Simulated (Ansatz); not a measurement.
C8H9, doublet (typed; the unrestricted solution is spin-contaminated), geometry from GFN2-xTB. Base run: MP2/STO-3G (Ansatz, an electronic-structure program).

The Ansatz input:
Ansatz 0.2 input:
```yaml
crystal:
  periodic: [false, false, false]
  atoms:
    - {symbol: C, position_ang: [-2.86940762, 0.04230958, 0.04061680]}
    - {symbol: C, position_ang: [-1.49251200, 0.02059238, 0.02077269]}
    - {symbol: C, position_ang: [-0.76964542, -1.10670664, -0.46122192]}
    - {symbol: C, position_ang: [0.60065833, -1.11868845, -0.47556411]}
    - {symbol: C, position_ang: [1.34045314, -0.02581735, -0.01768787]}
    - {symbol: C, position_ang: [2.83523812, -0.03240613, -0.04110719]}
    - {symbol: C, position_ang: [0.64717806, 1.09259535, 0.45923992]}
    - {symbol: C, position_ang: [-0.72087053, 1.12517956, 0.48211883]}
    - {symbol: H, position_ang: [-3.44548796, -0.79521068, -0.30925238]}
    - {symbol: H, position_ang: [-3.40864576, 0.89741059, 0.40629066]}
    - {symbol: H, position_ang: [-1.32637261, -1.96090267, -0.81821381]}
    - {symbol: H, position_ang: [1.12443398, -1.98904985, -0.84687777]}
    - {symbol: H, position_ang: [3.21858061, -1.01579588, -0.30197407]}
    - {symbol: H, position_ang: [3.23522463, 0.25477780, 0.93086154]}
    - {symbol: H, position_ang: [3.20460889, 0.68682114, -0.77355242]}
    - {symbol: H, position_ang: [1.21174650, 1.94351087, 0.81542914]}
    - {symbol: H, position_ang: [-1.24064055, 1.99608895, 0.85428617]}
basis:
  gaussian:
    orbitals: STO-3G
magnetization: {spin_polarized: true, initial_magnetization: 1}
correlation: {method: mp2}
```

The base run was repeated with changes; each row names its change, and settings that it needs were set with it.

| change | basis functions | E (Eh) | MP2 correlation (Eh) | core-seconds (rough) |
|---|---|---|---|---|
| base | 49 | -304.81770 | -0.35463 | 4 |
| basis = pcseg-0 | 90 | -307.97110 | -0.64180 | 5 |
| basis = 6-31G | 90 | -308.69553 | -0.62694 | 6 |
| basis = 3-21G | 90 | -307.09342 | -0.63312 | 5 |
| basis = def2-SV(P) | 130 | -308.85088 | -0.92564 | 10 |
| basis = 6-31G* | 138 | -309.12051 | -0.94483 | 20 |
| basis = cc-pVDZ | 157 | -309.18966 | -0.99057 | 10 |
| basis = def2-SVP | 157 | -308.94049 | -0.98825 | 20 |
| basis = 6-31G** | 165 | -309.19288 | -1.00167 | 10 |
| basis = 6-311G** | 198 | -309.28887 | -1.04566 | 20 |
| basis = 6-311++G** | 239 | -309.29761 | -1.05176 | 30 |
| basis = aug-pcseg-1 | 265 | -309.13322 | -1.03155 | 60 |
| basis = def2-TZVP | 302 | -309.47067 | -1.18797 | 40 |

Totals compare only among sets that treat the same electrons; sets with core potentials leave the core out.
